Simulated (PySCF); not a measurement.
C4H10OSe.
SMILES: `CCOC[Se]C`

Torsions of this conformer, `[CH3:1][CH2:2][O:3][CH2:4][Se:5][CH3:6]`: C1–C2–O3–C4 73°, C2–O3–C4–Se5 165°, O3–C4–Se5–C6 -61°.

The closed-shell ground state was solved at several levels (PySCF, density fitting, gas phase). Geometry: PBE0-D3(BJ)/def2-SVP, one conformer, isolated molecule. The calculation is non-relativistic and has no spin–orbit coupling, an omission that weighs most on selenium.

```tsv
level	basis functions	HOMO (eV)	LUMO (eV)	gap (eV)	dipole (D)
CAM-B3LYP/def2-SVPD	224	-7.44	0.88	8.32	2.32
B3LYP/pcJ-1 (pcSseg-1 on Se)	276	-5.83	0.39	6.22	2.16
PBE0/pcSseg-1	176	-6.11	0.61	6.72	2.27
```

Problem. Estimate the row for B3LYP/pcSseg-1, a basis of 176 functions; the other rows only guide the guess.

Solution. HOMO -5.84 eV, LUMO 0.37 eV, gap 6.21 eV, dipole 2.15 D.

Problem. How far do the dipole and the HOMO energy spread over the levels?

Solution. The dipole runs from 2.15 to 2.32 D (mean 2.23 D) and the HOMO from -7.44 to -5.83 eV.
